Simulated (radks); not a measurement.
Results of a calculation; reference values are marked as such.
Problem. C+, configuration [He] 2s2 2p1. Code: a radial shooting solver on a logarithmic mesh with Libxc functionals. Model: scalar-relativistic Kohn-Sham, r2SCAN, spin-polarised, spherical densities, finite nucleus; open shells are filled with parallel spins first; meta-GGA in the generalised Kohn-Sham scheme; Fermi nuclear charge, rms radius 2.4702 fm. Some entries of the table are withheld. Estimate them.

orbital  occ.  eigenvalue (eV)  <r> (bohr)
1s up       1        -292.5977      0.2700
1s down     1        -291.9263      0.2691
2s up       1              (1)       1.452
2s down     1              (2)       1.485
2p up       1         -17.7640       1.488
2p down     0         -15.4573       1.542

Solution. 
(1) 2s up eigenvalue (eV): -27.4036
(2) 2s down eigenvalue (eV): -24.9406
